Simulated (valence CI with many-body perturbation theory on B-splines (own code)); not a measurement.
# E1 transitions of Dy⁵³⁺

Computed by relativistic CI+MBPT: three valence electrons over a frozen Dirac-Fock core [Ne], a basis of 11 s, 11 p, 10 d, 8 f, 5 g, 2 h functions for each j, with the one-electron correlation potential Σ1, the two-electron term Σ2, the three-electron term Σ3, Breit, model QED; selected CI, second order for the rest, scaled by the run's own slope (own B-spline code, finite nucleus).

The last digits are not significant, and no measured levels were compared; by estimate large intervals hold to a few tenths of a per cent, small ones and those within an open d or f shell to about a per cent.

Lines 101 to 150 of 588 in falling wavelength, among levels below 19976 × 10³ cm⁻¹, chosen from the strongest by gf and those to the six lowest levels. Wavelengths and rates use the calculated energies. Electric multipoles are in the length gauge, E1 and E2 with the static RPA response of the core. Weak lines are less certain than strong ones. Lines between different terms over intervals too small for the method are left out, as are lines whose strength nearly cancels. The highest levels of a list are the least certain.

Levels are named by their leading jj configuration (3d3/2^4 stands for four electrons in 3d with j = 3/2), which in mixed levels can hold well under half, so a name can repeat and another be missing. Letters in brackets count levels of one name in rising energy.

```tsv
λ vac (nm)	Upper	Lower	A (s⁻¹)	log gf	Branch %
5.458	(3d3/2 3d5/2^2) J=5/2 [a]	(3p3/2 3d3/2 3d5/2) J=3/2 [b]	1.19e+11	-0.50	9.9
5.432	(3s 3p1/2 3d5/2) J=3/2	(3s 3p1/2 3p3/2) J=1/2	1.06e+11	-0.73	24.9
5.428	(3p1/2 3d5/2^2) J=9/2	(3p1/2 3p3/2 3d5/2) J=7/2 [b]	1.36e+11	-0.22	55.9
5.415	(3d3/2^2 3d5/2) J=5/2 [a]	(3p3/2 3d3/2^2) J=5/2	4.50e+10	-0.93	2.8
5.408	(3d3/2 3d5/2^2) J=5/2 [a]	(3p3/2 3d3/2 3d5/2) J=5/2 [c]	5.22e+10	-0.86	4.4
5.392	(3p3/2 3d5/2^2) J=5/2 [b]	(3p3/2^2 3d5/2) J=3/2	1.28e+11	-0.48	11.2
5.381	(3s 3d3/2 3d5/2) J=1/2	(3s 3p3/2 3d3/2) J=1/2 [b]	1.16e+11	-1.00	7.2
5.377	(3p3/2 3d3/2 3d5/2) J=3/2 [a]	(3p3/2^2 3d3/2) J=3/2 [a]	5.60e+10	-1.01	3.4
5.373	(3p3/2 3d3/2 3d5/2) J=5/2 [b]	(3p3/2^2 3d3/2) J=3/2 [a]	1.14e+11	-0.53	7.3
5.369	(3s 3p1/2 3d5/2) J=5/2 [a]	(3s 3p1/2 3p3/2) J=5/2	5.41e+09	-1.85	3.1
5.361	(3d3/2 3d5/2^2) J=9/2	(3p3/2 3d3/2 3d5/2) J=7/2 [b]	2.61e+10	-0.95	2.8
5.354	(3d3/2 3d5/2^2) J=7/2 [a]	(3p3/2 3d3/2 3d5/2) J=5/2 [b]	8.99e+10	-0.51	8.7
5.340	(3s 3p1/2 3d5/2) J=5/2 [b]	(3s 3p1/2 3p3/2) J=3/2 [b]	8.65e+10	-0.65	55.1
5.338	(3p1/2 3p3/2 3d5/2) J=5/2 [a]	(3p1/2 3p3/2^2) J=5/2	4.94e+10	-0.90	7.5
5.323	(3s 3d5/2^2) J=3/2	(3s 3p3/2 3d5/2) J=1/2	1.11e+11	-0.73	18.7
5.308	(3p3/2 3d3/2 3d5/2) J=3/2 [c]	(3p3/2^2 3d3/2) J=3/2 [b]	9.00e+10	-0.82	5.1
5.303	(3s 3d5/2^2) J=9/2	(3s 3p3/2 3d5/2) J=7/2 [a]	1.51e+11	-0.20	35.0
5.300	(3d3/2 3d5/2^2) J=7/2 [b]	(3p3/2 3d3/2 3d5/2) J=9/2 [b]	6.06e+10	-0.69	6.2
5.288	(3d5/2^3) J=5/2	(3p3/2 3d5/2^2) J=5/2 [b]	2.10e+11	-0.28	33.4
5.279	(3p1/2 3d3/2 3d5/2) J=5/2 [a]	(3p1/2 3p3/2 3d3/2) J=3/2 [a]	7.53e+10	-0.72	29.8
5.277	(3p3/2 3d5/2^2) J=7/2 [a]	(3p3/2^2 3d5/2) J=7/2	5.72e+10	-0.72	6.8
5.277	(3d3/2^2 3d5/2) J=5/2 [a]	(3p3/2 3d3/2^2) J=3/2 [a]	9.66e+10	-0.62	6.1
5.276	(3p3/2 3d3/2 3d5/2) J=5/2 [d]	(3p3/2^2 3d3/2) J=3/2 [b]	1.64e+11	-0.39	11.1
5.268	(3p3/2 3d5/2^2) J=5/2 [a]	(3p3/2^2 3d5/2) J=7/2	4.13e+10	-0.99	3.8
5.262	(3d3/2^2 3d5/2) J=9/2	(3p3/2 3d3/2^2) J=7/2	1.79e+11	-0.13	13.0
5.261	(3s 3d5/2^2) J=7/2	(3s 3p3/2 3d5/2) J=7/2 [b]	7.50e+10	-0.60	16.4
5.257	(3d3/2^2 3d5/2) J=7/2	(3p3/2 3d3/2^2) J=7/2	4.53e+10	-0.82	3.1
5.254	(3p1/2 3d5/2^2) J=5/2	(3p1/2 3p3/2 3d5/2) J=7/2 [b]	4.35e+10	-0.97	13.5
5.252	(3s 3d3/2 3d5/2) J=5/2 [b]	(3s 3p3/2 3d3/2) J=3/2 [b]	8.62e+10	-0.67	6.3
5.252	(3d3/2 3d5/2^2) J=5/2 [b]	(3p3/2 3d3/2 3d5/2) J=5/2 [c]	7.50e+10	-0.73	7.4
5.238	(3p3/2 3d5/2^2) J=7/2 [a]	(3p3/2^2 3d5/2) J=9/2	4.55e+10	-0.82	5.4
5.235	(3d5/2^3) J=5/2	(3p3/2 3d5/2^2) J=7/2 [b]	9.93e+10	-0.61	15.8
5.234	(3s 3p1/2 3d5/2) J=3/2	(3s 3p1/2 3p3/2) J=3/2 [b]	3.83e+10	-1.20	9.0
5.233	(3d3/2 3d5/2^2) J=7/2 [b]	(3p3/2 3d3/2 3d5/2) J=5/2 [c]	4.20e+10	-0.86	4.3
5.230	(3s 3p3/2 3d5/2) J=5/2 [a]	(3s 3p3/2^2) J=5/2	1.23e+11	-0.52	26.5
5.225	(3p1/2 3d3/2 3d5/2) J=5/2 [b]	(3p1/2 3p3/2 3d3/2) J=3/2 [b]	8.10e+10	-0.70	7.1
5.225	(3p3/2 3d5/2^2) J=9/2	(3p3/2^2 3d5/2) J=7/2	1.50e+11	-0.21	15.5
5.217	(3d3/2 3d5/2^2) J=3/2 [b]	(3p3/2 3d3/2 3d5/2) J=1/2 [b]	1.19e+11	-0.71	11.3
5.212	(3d3/2^2 3d5/2) J=7/2	(3p3/2 3d3/2^2) J=5/2	1.43e+11	-0.33	9.7
5.211	(3p1/2 3d3/2 3d5/2) J=7/2 [a]	(3p1/2 3p3/2 3d3/2) J=5/2 [a]	8.96e+10	-0.54	50.7
5.209	(3d5/2^3) J=9/2	(3p3/2 3d5/2^2) J=9/2	1.97e+11	-0.10	41.3
5.199	(3p3/2 3d3/2 3d5/2) J=7/2 [c]	(3p3/2^2 3d3/2) J=5/2	2.90e+11	-0.03	18.8
5.196	(3d5/2^3) J=3/2	(3p3/2 3d5/2^2) J=1/2	1.41e+11	-0.64	22.7
5.190	(3s 3d3/2 3d5/2) J=3/2 [b]	(3s 3p3/2 3d3/2) J=3/2 [b]	8.27e+10	-0.87	6.4
5.186	(3p3/2 3d5/2^2) J=9/2	(3p3/2^2 3d5/2) J=9/2	1.82e+11	-0.14	18.7
5.185	(3p1/2 3p3/2 3d5/2) J=1/2	(3p1/2 3p3/2^2) J=1/2	1.60e+11	-0.89	14.6
5.181	(3s 3p3/2 3d5/2) J=1/2	(3s 3p3/2^2) J=1/2	2.48e+11	-0.70	49.4
5.174	(3d3/2 3d5/2^2) J=5/2 [b]	(3p3/2 3d3/2 3d5/2) J=7/2 [c]	7.06e+10	-0.77	6.9
5.172	(3p3/2 3d3/2 3d5/2) J=9/2 [b]	(3p3/2^2 3d3/2) J=7/2	3.64e+11	0.16	25.6
5.168	(3s 3d3/2 3d5/2) J=7/2 [a]	(3s 3p3/2 3d3/2) J=5/2 [a]	1.45e+11	-0.33	13.2
```
